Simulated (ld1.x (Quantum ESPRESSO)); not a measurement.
# What one change does to a pseudopotential (Xe, TM)

* Element: Xe (Z = 54)
* Generator: ld1.x (Quantum ESPRESSO) 7.5
* Type: norm-conserving Troullier–Martins (Kleinman–Bylander form)
* Functional: LDA (PZ)
* Relativity: scalar-relativistic
* Frozen core: [Kr] 4d10
* Valence charge: 8
* Reference configuration: 5s2 5p6
* Partial waves: 5s (bound): rc 1.75 bohr; 5d channel at 0.5 Ry: rc 1.60 bohr; 5p (bound): rc 1.70 bohr
* Local potential: the p channel
* Core correction: Bessel-smoothed model core inside 1.05 bohr

Change: fully relativistic.

Cutoffs: the cutoffs (Ry, on a coarse ladder) from which the occupation-weighted sum of valence levels, in a spherical-Bessel basis at the reference potential, stays within 10 and 1 mRy of its value at 400 Ry; they do not see the model core or the augmentation charge, which bear on the density cutoff. Errors are all-electron minus pseudo energies relative to the spin-unpolarised reference configuration.

**Question.** How do hardness, ghosts and transferability respond?

**Answer.** The potential gets neither clearly harder nor softer (40 Ry and 70 Ry → 40 Ry and 70 Ry); both files keep a bound ghost (d); the miss of the reference levels goes from 0.00 to 0.88 eV; the number of tests with a reliable result goes from 8 to 6; of the 6 tests that both files solve, the error grows in 5 and shrinks in 1 by more than 15 % and 0.3 meV (median size 4.1 → 59.1 meV). In the changed file the local p channel has no projectors, so it cannot carry the spin–orbit splitting, and the file is wrong for that shell.

| quantity | base | changed |
| --- | --- | --- |
| cutoff, loose | 40 Ry | 40 Ry |
| cutoff, tight | 70 Ry | 70 Ry |
| bound ghosts | d | d3/2, d5/2 |
| largest miss of a reference level, eV | 0.00 | 0.88 |
| error for 5s2 5p5, meV [ΔE 12.70 → 12.74 eV] | -0.4 | +36 |
| error for 5s2 5p4, meV [ΔE 34.64 → 34.72 eV] | +5.6 | +83 |
| error for 5s2 5p3, meV [ΔE 66.61 → 66.72 eV] | +21 | +146 |
| error for 5s2 5p2, meV [ΔE 109.24 → 109.40 eV] | +44 | +229 |
| error for 5s2 5p5.5, meV [ΔE 5.25 → 5.27 eV] | -0.8 | +17 |
| error for 5s1 5p6, meV [ΔE 24.94 → 24.91 eV] | -2.7 | +1.6 |
| s: phases at 1.90 bohr within 0.05 rad from the reference energy up to (Ry; the scan ends near 5) | -0.2 | -0.3 |

 A true bound ghost makes a file unfit for plane-wave use even where its test errors are small: the radial tests pick states by their node count and pass the ghost by.
